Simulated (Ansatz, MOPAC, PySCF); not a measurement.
Dimer: HCl (SMILES Cl) (first 2 atoms) with CH2O (SMILES C=O); geometry from B3LYP-D3(BJ)/def2-TZVP, rigid monomers moved along the line of their centres of mass till H2···O4 is 2.60 Å.
(charge 0, multiplicity 1):
```xyz
6

Cl    -0.1523    -0.0562     0.4435
H      0.1496     0.4924     1.5878
C     -0.3105     0.1203     4.7335
O      0.3078     0.9645     4.1372
H     -0.3755     0.1297     5.8343
H     -0.8357    -0.6944     4.2056
```

```json
[
 {"level": "PM3", "interaction energy (kcal/mol)": "-1.32", "minus CCSD(T)/CBS(aug-cc-pV(D+d)Z, aug-cc-pV(T+d)Z)": "1.98", "cost": "-"},
 {"level": "HF/3-21G (no counterpoise)", "interaction energy (kcal/mol)": "-4.70", "minus CCSD(T)/CBS(aug-cc-pV(D+d)Z, aug-cc-pV(T+d)Z)": "-1.41", "cost": "-"},
 {"level": "HF/6-31G*", "interaction energy (kcal/mol)": "-2.86", "minus CCSD(T)/CBS(aug-cc-pV(D+d)Z, aug-cc-pV(T+d)Z)": "0.43", "cost": "-"},
 {"level": "HF/6-31G* (no counterpoise)", "interaction energy (kcal/mol)": "-3.50", "minus CCSD(T)/CBS(aug-cc-pV(D+d)Z, aug-cc-pV(T+d)Z)": "-0.20", "cost": "-"},
 {"level": "HF/aug-cc-pV(T+d)Z", "interaction energy (kcal/mol)": "-2.74", "minus CCSD(T)/CBS(aug-cc-pV(D+d)Z, aug-cc-pV(T+d)Z)": "0.55", "cost": "-"},
 {"level": "PBE/def2-TZVPPD", "interaction energy (kcal/mol)": "-3.05", "minus CCSD(T)/CBS(aug-cc-pV(D+d)Z, aug-cc-pV(T+d)Z)": "0.24", "cost": "×1"},
 {"level": "PBE-D3(BJ)/def2-TZVPPD", "interaction energy (kcal/mol)": "-3.54", "minus CCSD(T)/CBS(aug-cc-pV(D+d)Z, aug-cc-pV(T+d)Z)": "-0.25", "cost": "×1"},
 {"level": "PBE-D4/def2-TZVPPD", "interaction energy (kcal/mol)": "-3.52", "minus CCSD(T)/CBS(aug-cc-pV(D+d)Z, aug-cc-pV(T+d)Z)": "-0.23", "cost": "×1"},
 {"level": "r2SCAN-D3(BJ)/def2-TZVPPD", "interaction energy (kcal/mol)": "-3.37", "minus CCSD(T)/CBS(aug-cc-pV(D+d)Z, aug-cc-pV(T+d)Z)": "-0.08", "cost": "×1"},
 {"level": "B3LYP/3-21G (no counterpoise)", "interaction energy (kcal/mol)": "-5.37", "minus CCSD(T)/CBS(aug-cc-pV(D+d)Z, aug-cc-pV(T+d)Z)": "-2.08", "cost": "-"},
 {"level": "B3LYP/6-31G*", "interaction energy (kcal/mol)": "-2.88", "minus CCSD(T)/CBS(aug-cc-pV(D+d)Z, aug-cc-pV(T+d)Z)": "0.41", "cost": "-"},
 {"level": "B3LYP/6-31G* (no counterpoise)", "interaction energy (kcal/mol)": "-3.85", "minus CCSD(T)/CBS(aug-cc-pV(D+d)Z, aug-cc-pV(T+d)Z)": "-0.55", "cost": "-"},
 {"level": "M06-2X/6-31G* (no counterpoise)", "interaction energy (kcal/mol)": "-4.04", "minus CCSD(T)/CBS(aug-cc-pV(D+d)Z, aug-cc-pV(T+d)Z)": "-0.74", "cost": "-"},
 {"level": "wB97X-V/def2-TZVPPD", "interaction energy (kcal/mol)": "-3.37", "minus CCSD(T)/CBS(aug-cc-pV(D+d)Z, aug-cc-pV(T+d)Z)": "-0.08", "cost": "×3"},
 {"level": "MP2/aug-cc-pV(D+d)Z", "interaction energy (kcal/mol)": "-3.27", "minus CCSD(T)/CBS(aug-cc-pV(D+d)Z, aug-cc-pV(T+d)Z)": "0.02", "cost": "-"},
 {"level": "MP2/CBS(aug-cc-pV(D+d)Z, aug-cc-pV(T+d)Z)", "interaction energy (kcal/mol)": "-3.39", "minus CCSD(T)/CBS(aug-cc-pV(D+d)Z, aug-cc-pV(T+d)Z)": "-0.10", "cost": "-"},
 {"level": "SCS-MP2/aug-cc-pV(D+d)Z", "interaction energy (kcal/mol)": "-3.02", "minus CCSD(T)/CBS(aug-cc-pV(D+d)Z, aug-cc-pV(T+d)Z)": "0.28", "cost": "-"},
 {"level": "CCSD/aug-cc-pV(T+d)Z", "interaction energy (kcal/mol)": "-3.10", "minus CCSD(T)/CBS(aug-cc-pV(D+d)Z, aug-cc-pV(T+d)Z)": "0.19", "cost": "-"},
 {"level": "CCSD(T)/aug-cc-pV(D+d)Z", "interaction energy (kcal/mol)": "-3.13", "minus CCSD(T)/CBS(aug-cc-pV(D+d)Z, aug-cc-pV(T+d)Z)": "0.16", "cost": "×3"},
 {"level": "CCSD(T)/CBS(aug-cc-pV(D+d)Z, aug-cc-pV(T+d)Z)", "interaction energy (kcal/mol)": "-3.29", "minus CCSD(T)/CBS(aug-cc-pV(D+d)Z, aug-cc-pV(T+d)Z)": "0.00", "cost": "×200*"}
]
```

 The comparison column counts from a level with limits of its own.

The rows run from -5.37 (B3LYP/3-21G (no counterpoise)) to -1.32 kcal/mol (PM3). The dispersion term adds -0.49 in PBE-D3(BJ), -0.47 in PBE-D4.

Monomers are frozen at their geometry in the pair; levels with a basis set take the counterpoise correction. Rows marked so take none.

Correlated levels freeze the cores. CBS: X⁻³ extrapolation of the correlation energy, Hartree–Fock from the larger set. Rows in 3-21G, 6-31G* carry no dispersion term and start afresh at each structure (6-31G* with six Cartesian d functions). The state that PM3 reach isn't checked.

Programs: Ansatz (Gaussian orbitals); MOPAC for PM3 (differences of heats of formation); PySCF for 3-21G rows, 6-31G* rows, the dispersion terms. Each number belongs to the level named beside it.

Costs are rough ratios of core time to PBE/def2-TZVPPD (about 4 s over the structures, on one shared machine); a dash marks a level with no comparable run of its own. A star marks coupled-cluster runs past 200 virtual orbitals, where the program's memory plan changes under this machine's limit, so their costs aren't comparable with smaller runs.

Ansatz is a program for electronic structure.
